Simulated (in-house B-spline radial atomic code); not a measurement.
## RPA and G0W0 on PBEsol: Zn⁷⁺

Configuration [Ar] 3d5, highest spin, mean-field start PBEsol. Computed with a B-spline radial code for spherical atoms: all electrons, non-relativistic, point nucleus, each spin shell either full or empty, empty states to l = 9 with an (l + 1/2)⁻⁴ tail; G0W0 by contour deformation at full frequency.

Command:
```bash
python run_gw.py task.json out
```
Settings (radii: box in bohr, nucleus in fm):
```
Z                        30
electrons                23
configuration            [Ar] 3d5
hamiltonian              nr
method                   pbesol
lmax                     9
spin_polarised           True
box_radius               8.41
intervals                49
```

Cost of the run: 1.1 s on 1 thread of Arm Neoverse V2, on a shared host.

Energies (hartree):

```csv
term,value
mean-field total,-1760.91490
Hartree-Fock functional on these orbitals,-1761.57675
direct second order,-1.7773
second-order exchange,0.57966
SOSEX correction,0.54171
```

What is the RPA correlation energy, and what remains with SOSEX?

RPA gives -1.5978 hartree (-1.89 eV per electron); RPA + SOSEX gives -1.0561, and the second-order doubles -1.1976 hartree (no singles). RPA lacks exchange-type terms and so overcorrelates at short range.

Quasi-particle levels (eV):

```
  level  occupied  mean field  Σx - vxc     Σc  QP weight     G0W0
  3d up       yes     -158.85    -17.59      ?          ?        ?
3p down       yes     -225.11    -15.37   0.34      0.962  -240.15
3d down        no     -150.42     19.35  -5.78      0.968  -136.85
```

G0W0 = mean field + (Σx - vxc) + Σc, with Σc (partial-wave tail included) taken at the quasi-particle energy. Only the outer levels were computed. Levels of low weight are left out.

Where does G0W0 put 3d up?

At -174.65 eV, with Σc = 1.79 eV and a quasi-particle weight of 0.966. The tabulated removal energy is 173.9 ± 1.7 eV (NIST, semi-empirical); the calculation leaves out relativity, Breit and QED terms, and what these don't explain is the method's own error.
